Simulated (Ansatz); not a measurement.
Frontier orbitals of CH5AlOSi.

```xyz
9

O     1.337   -0.435    0.324
C    -0.185   -0.457    0.608
Al    0.245   -0.353   -1.299
Si   -0.768    1.251    0.049
H     1.666   -1.328    0.488
H    -0.379   -1.014    1.518
H     0.687   -1.333   -2.456
H    -0.351    2.506    0.747
H    -2.252    1.163    0.021
```

The species carries charge 0 and has multiplicity 1. The bonds changed during the relaxation, so this is another structure than the one it started from. All single points use the PBE0-D4/def2-TZVP geometry. It is one conformer, not always the lowest. Basis def2-TZVPP, Ansatz.

| functional | HOMO (eV) | LUMO (eV) | gap (eV) |
| --- | --- | --- | --- |
| PBE | -4.94 | -1.60 | 3.34 |
| BLYP | -4.79 | -1.48 | 3.31 |
| B97M-V | -5.20 | -1.46 | 3.74 |
| PBE0 | -5.98 | -0.80 | 5.18 |
| BHLYP | -6.91 | 0.02 | 6.93 |
| ωB97X-V | -8.18 | 1.12 | 9.30 |
| ωB97M-V | -8.02 | 0.81 | 8.83 |
| HF | -8.33 | 2.00 | 10.33 |

Against PBE, PBE0 changes HOMO and LUMO by −1.04 and +0.81 eV, ωB97M-V by −3.08 and +2.41 eV. A gap of 3.33 eV thus becomes 8.82 eV for the same molecule, so an orbital gap means little without its functional. A positive LUMO is unbound and depends on the basis.
